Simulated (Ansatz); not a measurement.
Computed with Ansatz on PBE0-D4/def2-TZVP structures; ΔE is electronic, products minus reactants. CBS: MP2 limit from def2 TZ/QZ plus the TZ coupled-cluster correction, frozen cores. This one scheme is used for every species. Functionals use def2-TZVPP. HSE06 is defined as in plane-wave codes. Each species was taken in one conformer, which may not be the lowest.

Reaction (hydrogenolysis of a C–C bond): `CCN[SiH3]` + H₂ → `CN[SiH3]` + CH₄

(1) Is it downhill or uphill in electronic energy at CCSD(T)/CBS, and by how much? (An estimate is asked.)

(2) What do these levels give: r2SCAN0-D4, HSE06-D4, BHLYP-D4, ωB97X-V, ωB97M-V, BHLYP, RPA@PBE/def2-TZVPP, MP2/def2-SVP, HF/def2-QZVPP, SCS-MP2/def2-QZVPP, HF/CBS(def2), CCSD/CBS(def2)? (Estimate.)

Largest T1 diagnostic among the species: 0.010.

## Answers

(1) Ansatz gave: Downhill: ΔE = -0.61 eV.

(2) Ansatz gave: r2SCAN0-D4 -0.64, HSE06-D4 -0.63, BHLYP-D4 -0.68, ωB97X-V -0.63, ωB97M-V -0.63, BHLYP -0.74, RPA@PBE/def2-TZVPP -0.60, MP2/def2-SVP -0.59, HF/def2-QZVPP -0.80, SCS-MP2/def2-QZVPP -0.62, HF/CBS(def2) -0.80, CCSD/CBS(def2) -0.65 eV.

In def2-TZVPP, CCSD(T) changes the Hartree–Fock value by +0.18 eV (the triples alone add +0.04 eV) and MP2 by +0.21 eV. Leaving LDA and LC-ωPBE aside and taking each functional with its dispersion term where it has one, the values, not all of them listed here, spread over 0.13 eV, from B97M-V to revPBE-D4. LDA lies +0.10 eV from PBE without D4. The D4 term adds +0.08 eV with B3LYP and +0.04 eV with PBE0; it sums over pairs of atoms, weighted by their polarisabilities, and B3LYP, whose exchange is more repulsive, gets the larger term.

B3LYP here is the variant with VWN-RPA as its local correlation; programs differ in this.
